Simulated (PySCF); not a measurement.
Computed IR spectrum (relative IR intensity) of a molecule C₄H₄ClF. Coordinates come from a PBE-D3(BJ)/def2-SVP optimisation. One conformer was computed; it need not be the lowest. Level of theory: PBE-D3(BJ)/def2-SVP (PySCF). Frequencies are harmonic and unscaled.

Lines under 2 % of the strongest are left out, and lines within 2 cm⁻¹ are merged.

ν (cm⁻¹): 402 (w), 618 (m), 755 (s), 831 (s), 889 (s), 897 (vs), 973 (m), 1006 (m), 1153 (m), 1262 (w), 1319 (vs), 1391 (m), 1615 (s), 1663 (m), 3111 (w), 3161 (m), 3198 (vw) (against the strongest line: vs over 80 %, s over 45 %, m over 15 %, w over 4 %, vw less)

Pick the molecule that these values belong to.
(A) C=C/C(F)=C/Cl
(B) C=C/C=C(\F)Cl
(C) C=C(F)/C=C\Cl
(D) F[C@@H]1CC=C1Cl

A, C=C/C(F)=C/Cl
